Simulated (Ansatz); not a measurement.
Species: C$_{2}$H$_{5}$Si, charge 0, doublet. C2H5Si (SMILES [CH]=C[SiH3], doublet).
B3LYP-D3(BJ)/def2-TZVP minimum from Ansatz (an electronic-structure program):
```xyz
8

Si     0.9242    -0.3322    -0.1743
C     -0.6964     0.6187    -0.1783
C     -1.6919     0.2832     0.5924
H      1.1996    -0.8811    -1.5241
H      0.8295    -1.4392     0.8028
H      2.0443     0.5658     0.1969
H     -0.7867     1.4725    -0.8518
H     -1.8957    -0.4779     1.3323
```
Charge 0, spin multiplicity 2.

Total energies in hartree (Ansatz). Radicals and triplets start from unrestricted determinants; spin-orbit coupling is neglected. Correlated methods leave the cores frozen. No relativity. Where a partner has so few electrons that a lower coupled-cluster level is exact, that level stands in. The UHF reference of C2H5Si ([CH]=C[SiH3], doublet) is spin-contaminated (<S^2> up to 0.17 over the pure value in the sets run).

```tsv
species	HF/cc-pV(T+d)Z	CCSD(T)/cc-pV(T+d)Z	HF/cc-pV(Q+d)Z	CCSD(T)/cc-pV(Q+d)Z	CCSD(T)/cc-pV(D+d)Z	CCSDT(Q)/cc-pV(D+d)Z
1: C2H5Si (SMILES [CH]=C[SiH3], doublet)	-367.53702	-368.01570	-367.54570	-368.04896	-367.90214	-367.90471
2: Si (triplet)	-288.85649	-288.93344	-288.85845	-288.93781	-288.91643	-288.91690
3: C (triplet)	-37.69157	-37.78076	-37.69331	-37.78654	-37.76038	-37.76071
4: H (doublet)	-0.49981	-0.49981	-0.49995	-0.49995	-0.49928	-0.49928
```

Task: Work out the atomisation energy (electronic, to ground-state atoms) in kcal/mol: take Hartree-Fock from cc-pV(Q+d)Z, extrapolate the CCSD(T) correlation energy as X^-3 (X = 3, 4), and add CCSDT(Q) - CCSD(T) in cc-pV(D+d)Z. 1 hartree = 627.51 kcal/mol.

Result: 
Species 1: correlation (64·(-0.50326) - 27·(-0.47868))/37 = -0.52120; step -0.00257; E1 = -367.54570 + (-0.52120) + (-0.00257) = -368.06947
Species 2: correlation (64·(-0.07936) - 27·(-0.07695))/37 = -0.08112; step -0.00047; E2 = -288.85845 + (-0.08112) + (-0.00047) = -288.94004
Species 3: correlation (64·(-0.09323) - 27·(-0.08919))/37 = -0.09618; step -0.00033; E3 = -37.69331 + (-0.09618) + (-0.00033) = -37.78982
Species 4: correlation (64·(0.00000) - 27·(0.00000))/37 = 0.00000; step +0.00000; E4 = -0.49995 + (0.00000) + (+0.00000) = -0.49995
-1·E1 +1·E2 +2·E3 +5·E4 = 1.05004 hartree = 658.9 kcal/mol.
